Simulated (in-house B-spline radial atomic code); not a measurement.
Orbital energies and mean radii along the 34-electron series, configuration 1s2 2s2 2p6 3s2 3p6 3d10 4s2 4p1/2(2) 4p3/2(2). The effective charge is n√(-2ε), a non-relativistic measure. Computed with a radial B-spline atomic code at the basis-set limit: Dirac-Hartree-Fock, jj configuration that fills j = l - 1/2 first, finite nuclei.

```json
{"ion": "Xe20+", "Z": "54", "energy of 3p3/2 (Eh)": "-54.882", "mean radius of 3p3/2 (bohr)": "0.30322", "energy of 3d5/2 (Eh)": "-45.213", "mean radius of 3d5/2 (bohr)": "0.27717", "energy of 3p1/2 (Eh)": "-57.321", "mean radius of 3p1/2 (bohr)": "0.29179", "effective charge of 3p3/2": "31.43"}
{"ion": "Cs21+", "Z": "55", "energy of 3p3/2 (Eh)": "-58.527", "mean radius of 3p3/2 (bohr)": "0.29584", "energy of 3d5/2 (Eh)": "-48.544", "mean radius of 3d5/2 (bohr)": "0.26986", "energy of 3p1/2 (Eh)": "-61.195", "mean radius of 3p1/2 (bohr)": "0.28433", "effective charge of 3p3/2": "32.457"}
{"ion": "Ba22+", "Z": "56", "energy of 3p3/2 (Eh)": "?", "mean radius of 3p3/2 (bohr)": "?", "energy of 3d5/2 (Eh)": "?", "mean radius of 3d5/2 (bohr)": "?", "energy of 3p1/2 (Eh)": "?", "mean radius of 3p1/2 (bohr)": "?", "effective charge of 3p3/2": "?"}
{"ion": "La23+", "Z": "57", "energy of 3p3/2 (Eh)": "?", "mean radius of 3p3/2 (bohr)": "?", "energy of 3d5/2 (Eh)": "?", "mean radius of 3d5/2 (bohr)": "?", "energy of 3p1/2 (Eh)": "?", "mean radius of 3p1/2 (bohr)": "?", "effective charge of 3p3/2": "?"}
{"ion": "Ce24+", "Z": "58", "energy of 3p3/2 (Eh)": "-70.157", "mean radius of 3p3/2 (bohr)": "0.27565", "energy of 3d5/2 (Eh)": "-59.206", "mean radius of 3d5/2 (bohr)": "0.2501", "energy of 3p1/2 (Eh)": "-73.617", "mean radius of 3p1/2 (bohr)": "0.26384", "effective charge of 3p3/2": "35.536"}
{"ion": "Pr25+", "Z": "59", "energy of 3p3/2 (Eh)": "-74.266", "mean radius of 3p3/2 (bohr)": "0.2695", "energy of 3d5/2 (Eh)": "-62.983", "mean radius of 3d5/2 (bohr)": "0.24416", "energy of 3p1/2 (Eh)": "-78.027", "mean radius of 3p1/2 (bohr)": "0.25759", "effective charge of 3p3/2": "36.562"}
{"ion": "Nd26+", "Z": "60", "energy of 3p3/2 (Eh)": "-78.492", "mean radius of 3p3/2 (bohr)": "0.2636", "energy of 3d5/2 (Eh)": "-66.871", "mean radius of 3d5/2 (bohr)": "0.23849", "energy of 3p1/2 (Eh)": "-82.574", "mean radius of 3p1/2 (bohr)": "0.25159", "effective charge of 3p3/2": "37.588"}
```

(1) Fill in the row of Ba22+.

(2) Fill in the row of La23+.

(3) How does the screening of 3p3/2 change?

## Answers

(1) energy of 3p3/2 (Eh): -62.287; mean radius of 3p3/2 (bohr): 0.2888; energy of 3d5/2 (Eh): -51.987; mean radius of 3d5/2 (bohr): 0.26293; energy of 3p1/2 (Eh): -65.202; mean radius of 3p1/2 (bohr): 0.27719; effective charge of 3p3/2: 33.484.

(2) energy of 3p3/2 (Eh): -66.164; mean radius of 3p3/2 (bohr): 0.28208; energy of 3d5/2 (Eh): -55.541; mean radius of 3d5/2 (bohr): 0.25636; energy of 3p1/2 (Eh): -69.342; mean radius of 3p1/2 (bohr): 0.27037; effective charge of 3p3/2: 34.51.

(3) Z less the effective charge goes from 22.57 at Z = 54 to 22.41 at Z = 60.
